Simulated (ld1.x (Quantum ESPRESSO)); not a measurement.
**Ir (Z = 77): from the effect back to the setting (ultrasoft)**

Base potential:

* Element: Ir
* Generator: ld1.x (Quantum ESPRESSO) 7.5
* Type: ultrasoft
* Functional: PBEsol
* Relativity: scalar-relativistic
* Frozen core: [Xe] 4f14
* Valence charge: 9
* Reference configuration: 5d7 6s1.75 6p0.25
* Partial waves: 6s (bound): rcut 2.05, rcutus 2.50 bohr; 6s channel at 0.3 Ry: rcut 2.05, rcutus 2.50 bohr; 6p (bound): rcut 2.50, rcutus 3.20 bohr; 6p channel at 1 Ry: rcut 2.50, rcutus 3.20 bohr; 5d (bound): rcut 1.45, rcutus 1.75 bohr; 5d channel at 0.85 Ry: rcut 1.45, rcutus 1.75 bohr
* Local potential: all-electron potential smoothed inside 1.90 bohr (lloc = -1)
* Core correction: a·sin(br)/r model core inside 1.55 bohr
* Augmentation charge: built from norm-conserving waves at rcut, not smoothed further

Cutoffs, loose and tight: the cutoffs (Ry, on a coarse ladder) from which the occupation-weighted sum of valence levels, in a spherical-Bessel basis at the reference potential, stays within 10 and 1 mRy of its value at 400 Ry. They do not see the model core or the augmentation charge, which bear on the density cutoff. Test errors are all-electron minus pseudo excitation energies from the reference, over the configurations 5d7 6s2 6p0; 5d7 6s1 6p0; 5d7 6s0 6p0; 5d8 6s1 6p0; 5d7.5 6s1.5 6p0; 5d7 6s1 6p1; 5d6 6s2 6p1; variants that change the core or the reference have their own tests. The largest error is taken over the tests solved by every variant that gives reliable tests at all, those not shown here included: 5d7 6s0 6p0; 5d7 6s1 6p0; 5d7 6s2 6p0.

Only the d radius is moved (2 further runs of the sweep failed or gave no value and are left out):

```
d radius (bohr)  cutoff, loose  cutoff, tight  bound ghosts  largest test error (meV)
           1.18          60 Ry         100 Ry             s                       -41
           1.36          50 Ry          90 Ry             s                       -41
           1.86          30 Ry          50 Ry             s                       -41
           2.08          25 Ry          40 Ry             s                       -41
```

One more run gave cutoff, loose: 40 Ry; cutoff, tight: 70 Ry; bound ghosts: s; largest test error (meV): -41. Which value of the d radius was used?

1.64 bohr. The loose cutoff moves one way along this sweep, from 60 Ry at 1.18 to 25 Ry at 2.08 bohr, which places the run between 1.36 and 1.86 bohr.
